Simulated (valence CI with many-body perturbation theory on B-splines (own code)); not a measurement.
E1 line list for Er³⁶⁺

Computed by relativistic CI+MBPT: four valence electrons over a frozen Dirac-Fock core [Ar] 3d10, radial functions for each j: 11 s, 11 p, 10 d, 8 f, 5 g, 2 h, with the one-electron correlation potential Σ1, the two-electron term Σ2, the three-electron term Σ3, Breit, model QED; selected CI, second order for the rest, scaled by the run's own slope (own B-spline code, finite nucleus).

The last digits are not significant, and no measured levels were compared; by estimate large intervals hold to a few tenths of a per cent, small ones and those within an open d or f shell to about a per cent. Among the levels kept, up to 390 cm⁻¹ of a level comes from second order outside the variational space, and about a tenth of that is noise between levels of different J, which matters for small intervals.

Lines 101 to 150 of 557 in falling wavelength, among levels below 511.80 eV, chosen from the strongest by gf and those to the six lowest levels. Wavelengths and rates use the calculated energies. Electric multipoles are in the length gauge with retardation, E1 and E2 with the static RPA response of the core. Weak lines are less certain than strong ones. Lines between different terms over intervals too small for the method are left out, as are lines whose strength nearly cancels. Where a level lies close to another of its J and parity, the split of strength between their lines is uncertain. The highest levels of a list are the least certain.

Levels are named by their leading jj configuration (3d3/2^4 stands for four electrons in 3d with j = 3/2), which in mixed levels can hold well under half, so a name can repeat and another be missing. Letters in brackets count levels of one name in rising energy.

```
λ vac (nm)                           Upper                           Lower   A (s⁻¹)  S (a.u.)
     8.368          (4s^2 4p1/2 4f5/2) J=3          (4s^2 4p1/2 4d5/2) J=2  3.66e+10  7.41e-02
     8.367  (4s 4p1/2 4p3/2 4d5/2) J=1 [b]          (4s^2 4p1/2 4d5/2) J=2  4.92e+10  4.27e-02
     8.366       (4p1/2^2 4p3/2 4d5/2) J=1          (4s 4p1/2^2 4d5/2) J=2  1.08e+11  9.40e-02
     8.363  (4s 4p1/2 4p3/2 4d3/2) J=3 [c]      (4s 4p1/2 4p3/2^2) J=2 [a]  4.21e+10  8.50e-02
     8.358   (4p1/2 4p3/2^2 4d5/2) J=4 [b]  (4s 4p1/2 4p3/2 4d5/2) J=3 [a]  1.93e+10  5.01e-02
     8.353  (4s 4p1/2 4p3/2 4d3/2) J=1 [d]          (4s^2 4p1/2 4d3/2) J=1  1.23e+11  1.06e-01
     8.343  (4s 4p1/2 4d3/2 4d5/2) J=4 [d]  (4s 4p1/2 4p3/2 4d3/2) J=3 [c]  3.58e+10  9.23e-02
     8.340       (4p1/2^2 4p3/2 4d3/2) J=2          (4s 4p1/2^2 4d3/2) J=2  3.28e+10  4.69e-02
     8.338  (4s 4p1/2 4p3/2 4f7/2) J=4 [b]          (4s^2 4p1/2 4f5/2) J=3  3.86e+10  9.94e-02
     8.337  (4s 4p1/2 4p3/2 4f5/2) J=4 [b]  (4s 4p1/2 4p3/2 4d5/2) J=3 [b]  4.41e+10  1.13e-01
     8.333  (4s 4p1/2 4p3/2 4f5/2) J=3 [c]  (4s 4p1/2 4p3/2 4d3/2) J=2 [d]  1.11e+11  2.21e-01
     8.333  (4s 4p1/2 4d3/2 4d5/2) J=4 [d]  (4s 4p1/2 4p3/2 4d3/2) J=3 [b]  2.82e+10  7.26e-02
     8.331  (4s 4p1/2 4d3/2 4d5/2) J=3 [d]  (4s 4p1/2 4p3/2 4d5/2) J=2 [a]  2.26e+10  4.51e-02
     8.329  (4s 4p1/2 4d3/2 4d5/2) J=4 [a]  (4s 4p1/2 4p3/2 4d3/2) J=3 [a]  5.96e+10  1.53e-01
     8.323      (4s 4p1/2 4d3/2 4d5/2) J=5      (4s 4p1/2 4p3/2 4d3/2) J=4  4.58e+10  1.43e-01
     8.319  (4s 4p1/2 4d3/2 4d5/2) J=3 [a]  (4s 4p1/2 4p3/2 4d3/2) J=2 [a]  6.20e+10  1.23e-01
     8.319      (4s 4p3/2^2 4d3/2) J=1 [c]          (4s^2 4p3/2 4d3/2) J=0  7.23e+10  6.16e-02
     8.318          (4s 4p1/2 4p3/2^2) J=0          (4s^2 4p1/2 4p3/2) J=1  1.33e+11  3.79e-02
     8.316      (4s^2 4p3/2 4d5/2) J=1 [a]              (4s^2 4p3/2^2) J=0  5.10e+09  4.34e-03
     8.313  (4s 4p1/2 4d3/2 4d5/2) J=3 [c]  (4s 4p1/2 4p3/2 4d3/2) J=2 [c]  2.81e+10  5.57e-02
     8.313  (4s 4p1/2 4p3/2 4f5/2) J=2 [c]          (4s^2 4p1/2 4f5/2) J=3  3.41e+10  4.84e-02
     8.310  (4s 4p1/2 4p3/2 4f7/2) J=5 [a]      (4s 4p1/2 4p3/2 4d5/2) J=5  5.75e+10  1.79e-01
     8.301  (4s 4p1/2 4p3/2 4f5/2) J=3 [d]  (4s 4p1/2 4p3/2 4d5/2) J=4 [b]  3.45e+10  6.81e-02
     8.300      (4s^2 4d3/2 4d5/2) J=2 [a]          (4s^2 4p3/2 4d3/2) J=3  8.84e+10  1.25e-01
     8.298  (4s 4p1/2 4p3/2 4d3/2) J=3 [b]          (4s^2 4p1/2 4d3/2) J=2  4.63e+10  9.14e-02
     8.295  (4s 4p1/2 4p3/2 4d5/2) J=2 [d]      (4s 4p1/2 4p3/2^2) J=1 [b]  3.84e+10  5.41e-02
     8.291  (4s 4p1/2 4d3/2 4d5/2) J=3 [b]      (4s 4p1/2 4p3/2 4d3/2) J=4  6.90e+10  1.36e-01
     8.289   (4p1/2 4p3/2^2 4d5/2) J=2 [b]  (4s 4p1/2 4p3/2 4d5/2) J=3 [c]  7.44e+10  1.04e-01
     8.284  (4s 4p1/2 4p3/2 4f7/2) J=3 [a]  (4s 4p1/2 4p3/2 4d5/2) J=3 [a]  3.59e+10  7.06e-02
     8.280          (4s^2 4d3/2 4d5/2) J=3          (4s^2 4p3/2 4d3/2) J=3  1.36e+11  2.67e-01
     8.279  (4s 4p1/2 4d3/2 4d5/2) J=2 [a]  (4s 4p1/2 4p3/2 4d3/2) J=1 [a]  7.17e+10  1.00e-01
     8.279          (4s 4p1/2 4d5/2^2) J=4      (4s 4p1/2 4p3/2 4d5/2) J=5  6.71e+10  1.69e-01
     8.275       (4p1/2^2 4p3/2 4d3/2) J=3          (4s 4p1/2^2 4d3/2) J=2  4.05e+10  7.93e-02
     8.271  (4s 4p1/2 4p3/2 4d5/2) J=3 [a]          (4s 4p1/2 4p3/2^2) J=3  7.40e+10  1.45e-01
     8.264          (4s 4p1/2 4d5/2^2) J=3  (4s 4p1/2 4p3/2 4d5/2) J=4 [b]  8.05e+10  1.57e-01
     8.264  (4s 4p1/2 4d3/2 4d5/2) J=3 [d]  (4s 4p1/2 4p3/2 4d3/2) J=2 [c]  2.64e+10  5.15e-02
     8.259          (4s 4p1/2 4d5/2^2) J=3  (4s 4p1/2 4p3/2 4d5/2) J=3 [b]  2.33e+10  4.53e-02
     8.255          (4s^2 4p3/2 4f5/2) J=4          (4s^2 4p3/2 4d5/2) J=3  6.09e+10  1.52e-01
     8.254          (4s^2 4p3/2 4f5/2) J=2          (4s^2 4p3/2 4d5/2) J=2  3.35e+10  4.65e-02
     8.253   (4p1/2 4p3/2^2 4d3/2) J=2 [a]  (4s 4p1/2 4p3/2 4d3/2) J=2 [b]  1.45e+11  2.01e-01
     8.252       (4p1/2^2 4p3/2 4d5/2) J=1           (4p1/2^2 4p3/2^2) J=0  1.56e+11  1.29e-01
     8.245  (4s 4p1/2 4p3/2 4d3/2) J=2 [c]      (4s 4p1/2 4p3/2^2) J=2 [a]  3.25e+10  4.50e-02
     8.244       (4p1/2^2 4p3/2 4d5/2) J=3           (4p1/2^2 4p3/2^2) J=2  3.04e+10  5.89e-02
     8.229  (4s 4p1/2 4p3/2 4f5/2) J=3 [d]  (4s 4p1/2 4p3/2 4d3/2) J=2 [d]  3.28e+10  6.30e-02
     8.228   (4p1/2 4p3/2^2 4d5/2) J=2 [a]  (4s 4p1/2 4p3/2 4d3/2) J=1 [d]  3.12e+10  4.29e-02
     8.225      (4s 4p3/2^2 4d3/2) J=1 [c]          (4s^2 4p3/2 4d3/2) J=2  9.48e+10  7.81e-02
     8.219  (4s 4p1/2 4d3/2 4d5/2) J=1 [b]  (4s 4p1/2 4p3/2 4d3/2) J=1 [c]  8.29e+10  6.82e-02
     8.219   (4p1/2 4p3/2^2 4d3/2) J=1 [c]  (4s 4p1/2 4p3/2 4d3/2) J=2 [d]  1.28e+11  1.05e-01
     8.218          (4s 4p1/2^2 4p3/2) J=1              (4s^2 4p1/2^2) J=0  1.64e+11  1.35e-01
     8.217       (4p1/2^2 4p3/2 4d3/2) J=2          (4s 4p1/2^2 4d3/2) J=1  3.54e+10  4.85e-02
```
